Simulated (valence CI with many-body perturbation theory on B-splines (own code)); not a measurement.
Valence orbitals of Ba XXXIV

Computed by configuration interaction combined with many-body perturbation theory (CI+MBPT): five valence electrons over a frozen Dirac-Fock core [Ar], radial functions for each j: 7 s, 7 p, 8 d, 6 f, 4 g, 1 h, with the one-electron correlation potential Σ1 (screened to all orders), the two-electron term Σ2, the three-electron term Σ3, Breit, model QED; selected single and double excitations, second order for the rest (own B-spline code, finite nucleus).

The last digits are not significant, and no measured levels were compared; by estimate large intervals hold to a few tenths of a per cent, small ones and those within an open d or f shell to about a per cent. Only levels of the ground parity were solved; by the run's estimate the other parity begins above the list, which can be wrong where configurations are misplaced.

These are the spectroscopic orbitals of the CI (the correlating ones are not listed), shaped by the core and the other valence electrons. h is the expectation value of the core's Dirac-Fock operator, without the valence repulsion; Σ1 is computed up to l = 3 at one energy for each symmetry, that of its lowest orbital but kept below the first core excitation, so for empty shells it is not the orbital's own correlation shift; Breit and QED include the response of the core.

```csv
Orbital,h (hartree),Σ1 (cm⁻¹),Breit (cm⁻¹),QED (cm⁻¹),⟨r⟩ (bohr)
4s1/2,-55.367,-7317,4626,3406,0.5498
5s1/2,-33.796,-2775,2245,1679,0.9004
6s1/2,-22.783,-1384,1231,934,1.342
4p1/2,-53.353,-9523,7289,-99,0.5472
5p1/2,-32.804,-3509,3630,-45.8,0.9052
6p1/2,-22.224,-1731,2026,-24.7,1.355
4p3/2,-52.131,-9065,4517,244,0.5613
5p3/2,-32.216,-3434,2258,125,0.9225
6p3/2,-21.896,-1713,1331,71.3,1.375
3d3/2,-93.441,-21349,9921,-891,0.2415
4d3/2,-49.24,-9410,3494,-241,0.5389
5d3/2,-30.823,-3675,1705,-111,0.9169
3d5/2,-92.674,-20328,4879,-456,0.2445
4d5/2,-48.965,-9163,1773,-101,0.5425
5d5/2,-30.688,-3562,856,-43.3,0.9214
4f5/2,-46.285,-20923,342,-139,0.4937
5f5/2,-29.464,-8688,156,-67.6,0.8844
4f7/2,-46.196,-18430,-176,-87.0,0.4951
5f7/2,-29.414,-7613,-68.5,-40.8,0.8862
5g7/2,-28.705,,22.4,-15.1,0.8009
5g9/2,-28.684,,-23.8,-2.7,0.8017
```

Among the shells of the start configuration 3d5, Σ1 is largest in size for 3d3/2, where it is 0.10 % of h.

Lowest root of each symmetry, sizes in configuration state functions:

| J | Parity | Roots | Reference | Variational | Second order | Change by selected CI (cm⁻¹) | Change by second order (cm⁻¹) |
| --- | --- | --- | --- | --- | --- | --- | --- |
| 1/2 | even | 4 | 39 | 17586 | 85933 | -19331 | -4 |
| 3/2 | even | 7 | 67 | 25217 | 345182 | -18912 | -39 |
| 5/2 | even | 10 | 81 | 26778 | 167563 | -16248 | -92 |
| 7/2 | even | 7 | 72 | 24204 | 182214 | -18108 | -225 |
| 9/2 | even | 5 | 56 | 24095 | 19928 | -18183 | -191 |
| 11/2 | even | 3 | 35 | 24492 | 161132 | -18022 | -39 |
| 13/2 | even | 1 | 18 | 19291 | 6907 | -17889 | -8 |
